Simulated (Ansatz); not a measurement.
This geometry of FH + H4O2Sn (9 atoms, charge 0, multiplicity 1) is a first-order saddle point.

All numbers below come from Ansatz, RKS PBE0-D4/def2-SVP.

```xyz
9
Properties=species:S:1:pos:R:3
Sn 0.179 0.229 -0.121
H -0.496 0.059 1.802
O 1.957 -0.010 -0.916
H 2.077 -0.948 -1.113
H -0.820 1.402 -0.831
O -0.414 -1.652 -0.339
H -1.049 -1.925 0.333
F 1.019 1.490 1.421
H 0.176 0.778 1.898
```

Which two structures does it join? (They come from a converged band through this point; their orientation in space is the band's.)

Bonds broken: Sn1–H2, F8–H9. Bonds formed: Sn1–F8, H2–H9. FH + H4O2Sn becomes FH3O2Sn + H2.

First end point:

```xyz
9
Properties=species:S:1:pos:R:3
Sn -0.388 -0.016 0.294
H -0.759 -0.209 1.940
O 1.635 -0.211 0.184
H 1.955 -0.462 -0.690
H -0.949 1.266 -0.664
O -0.995 -1.598 -0.741
H -0.860 -2.430 -0.274
F 1.249 1.902 1.250
H 1.741 1.179 0.834
```

Last end point:

```xyz
9
Properties=species:S:1:pos:R:3
Sn 0.246 0.435 -0.731
H -0.506 -0.564 3.125
O 1.921 0.033 -1.666
H 2.398 -0.706 -1.267
H -0.697 1.481 -1.672
O -0.591 -1.241 -0.134
H -0.661 -1.253 0.831
F 0.689 1.279 0.965
H -0.170 -0.041 2.682
```

How far does it lie above each of them?

149.7 kJ/mol above the first and 124.5 kJ/mol above the second. This is the barrier of this one path; another mechanism may lie lower. The orbitals stay closed-shell, which can raise the energy where a bond breaks towards radicals; this wasn't checked here.

Run time: 4 min on 2 threads of AMD EPYC 7B13 (Zen 3), with other jobs on the host, peak memory 0.23 GiB.
